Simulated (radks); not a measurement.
Results of a calculation; reference values are marked as such.
Spherical quantum dot in the effective-mass picture: electrons in a well V = -V0 / (1 + exp((r - R)/a)) with V0 = 8.36, R = 4.9, a = 0.25, all in effective atomic units (hartree* = m*/eps^2 hartree, bohr* = eps/m* bohr), one dielectric constant everywhere. Level of theory: non-relativistic Kohn-Sham, exchange-only LDA, spin-polarised, spherical densities (a radial shooting solver with Libxc functionals). Levels are named by radial order and angular momentum (1s, 1p, 1d, 2s, ...), and open shells are averaged over m.

N = 4, configuration 1s2 1p(up 2, down 0). This is the lowest configuration that the search found. Occupied and some empty levels:

level,occupation,eigenvalue (hartree*),<r> (bohr*)
1s up,1,-7.0930,2.724
1s down,1,-7.0133,2.693
1p up,2,-6.9218,3.012
1p down,0,-6.8374,3.010
1d up,0,-6.6717,3.218
1d down,0,-6.5867,3.225
2s up,0,-6.4089,2.336
1f up,0,-6.3561,3.379
2s down,0,-6.3547,2.339
1f down,0,-6.2724,3.389

Energy (hartree*): total -30.2127, kinetic 1.1758, external -33.150, Hartree 2.5134, exchange-correlation -0.75213.

Electron density:

r (bohr*),n(r) (e/bohr*^3)
0.417,0.01308
0.866,0.01471
1.31,0.01709
1.76,0.01951
2.21,0.02083
2.66,0.01982
3.11,0.01588
3.55,0.009889
4.00,0.004170
4.45,0.0009315
4.90,0.00008184
5.35,3.127e-06
5.79,8.788e-08
